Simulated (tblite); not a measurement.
C₇H₆F (doublet state).
Atom-mapped SMILES: `[C:1]#[C:2][C@@H:3]1[CH2:4][C@:5]12[CH2:6][C@@H:7]2[F:8]` (hydrogens: H9 on C3; H10, H11 on C4; H12, H13 on C6; H14 on C7)

A start from a force field or distance geometry was refined with tblite 0.8.0, GFN2-xTB geometry optimisation, gas phase. Values at the start:

| coordinate | start |
| --- | --- |
| C1≡C2 | 1.191 Å |
| C2–C3 | 1.452 Å |
| C3–C4 | 1.509 Å |
| C3–C5 | 1.465 Å |
| C3–H9 | 1.110 Å |
| C4–C5 | 1.401 Å |
| C4–H10 | 1.141 Å |
| C4–H11 | 1.108 Å |
| C5–C6 | 1.455 Å |
| C5–C7 | 1.408 Å |
| C6–C7 | 1.533 Å |
| C6–H12 | 1.121 Å |
| C6–H13 | 1.112 Å |
| C7–F8 | 1.405 Å |
| C7–H14 | 1.085 Å |
| C1–C2–C3 | 178.2° |
| C3–C5–C6 | 132.1° |
| C3–C5–C7 | 133.0° |
| C4–C5–C6 | 133.6° |
| C4–C5–C7 | 144.3° |
| C5–C7–F8 | 115.7° |
| C6–C5–C7 | 64.7° |
| C6–C7–F8 | 110.2° |
| C2–C3–C4–C5 | -104° |
| C2–C3–C5–C4 | 107° |
| C3–C4–C5–C6 | 124° |
| C4–C5–C6–C7 | 142° |

Task: How do these coordinates change at the GFN2-xTB level?

Result: 
| coordinate | GFN2-xTB (Å or °) | change |
| --- | --- | --- |
| C4–C5 | 1.480 | +0.079 |
| C5–C7 | 1.477 | +0.069 |
| C4–H10 | 1.081 | -0.060 |
| C6–H12 | 1.080 | -0.041 |
| C7–F8 | 1.364 | -0.041 |
| C6–H13 | 1.081 | -0.031 |
| C5–C6 | 1.485 | +0.030 |
| C4–H11 | 1.080 | -0.028 |
| C6–C7 | 1.507 | -0.026 |
| C3–H9 | 1.084 | -0.026 |
| C3–C5 | 1.486 | +0.021 |
| C2–C3 | 1.441 | -0.011 |
| C3–C4 | 1.518 | +0.009 |
| C1≡C2 | 1.199 | +0.008 |
| C7–H14 | 1.084 | -0.001 |
| C1–C2–C3 | 169.7 | -8.5 |
| C6–C7–F8 | 118.1 | +7.9 |
| C4–C5–C7 | 138.5 | -5.8 |
| C4–C5–C6 | 138.7 | +5.1 |
| C3–C5–C6 | 137.0 | +4.9 |
| C6–C5–C7 | 61.2 | -3.5 |
| C3–C5–C7 | 136.5 | +3.5 |
| C5–C7–F8 | 118.9 | +3.2 |
| C4–C5–C6–C7 | 132 | -10 |
| C3–C4–C5–C6 | 130 | +6 |
| C2–C3–C4–C5 | -107 | -3 |
| C2–C3–C5–C4 | 110 | +3 |

The energy falls by 61.2 kJ/mol over 75 L-BFGS steps, the largest force on an atom goes from 4.91 to 0.008 eV/Å, and the atoms move by 0.166 Å rms after alignment. The bond that changes most is C4–C5 (ends: carbon bonded to 2 C and 2 H; carbon bonded to 4 C), which lengthens by 0.079 Å. Bonds longer at the end by more than 0.005 Å: 6 of 15; shorter: 8. Among the dihedrals that turn most is C4–C5–C6–H12, from 47° to 25°. Rotational constants go from 3646, 1594, 1405 to 3972, 1388, 1288 MHz.

Hardware: Arm Neoverse V1, one thread (shared host). Cost: 0.43 s of wall time.

Its GFN2-xTB frequencies are all real (lowest 91 cm⁻¹).

The numbers are calculated, not measured.
